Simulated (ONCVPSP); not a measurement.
**Reading a pseudo-wave (arsenic)**

Columns: radius, all-electron u(r) and pseudo u(r) of the 3d shell (level -40.65 eV) of arsenic in the configuration [Ne] 3s2 3p6 3d10 4s2 4p3; PBE, scalar-relativistic, ONCV scheme, ONCVPSP 4.0.1.

```csv
r (bohr),all-electron,pseudo
0.050,0.0389,0.0081
0.100,0.1906,0.0603
0.150,0.4100,0.1825
0.200,0.6380,0.3764
0.250,0.8380,0.6206
0.300,0.9936,0.8740
0.350,1.1031,1.0905
0.400,1.1693,1.2378
0.450,1.1995,1.3088
0.500,1.2007,1.3093
0.550,1.1805,1.2573
0.600,1.1449,1.1807
0.650,1.0988,1.1074
0.700,1.0460,1.0465
0.750,0.9894,0.9894
0.800,0.9312,0.9312
0.850,0.8727,0.8727
0.900,0.8152,0.8152
0.950,0.7594,0.7594
1.000,0.7058,0.7058
1.050,0.6548,0.6548
1.100,0.6064,0.6064
1.150,0.5609,0.5610
1.200,0.5183,0.5183
1.250,0.4784,0.4784
1.300,0.4413,0.4413
```

Q: How many radial nodes do the two functions have?

A: The all-electron 3d function has n − l − 1 = 0; the pseudo-wave has 0.

Q: At about which radius was the pseudo-wave matched?

A: 0.74 bohr, where the columns begin to agree (steps of 0.05 bohr).

Q: Is the pseudo-wave norm-conserving?

A: Yes: the ONCV scheme keeps the norm inside the radius equal to the all-electron one, which fixes the energy derivative of the logarithmic derivative at the level.
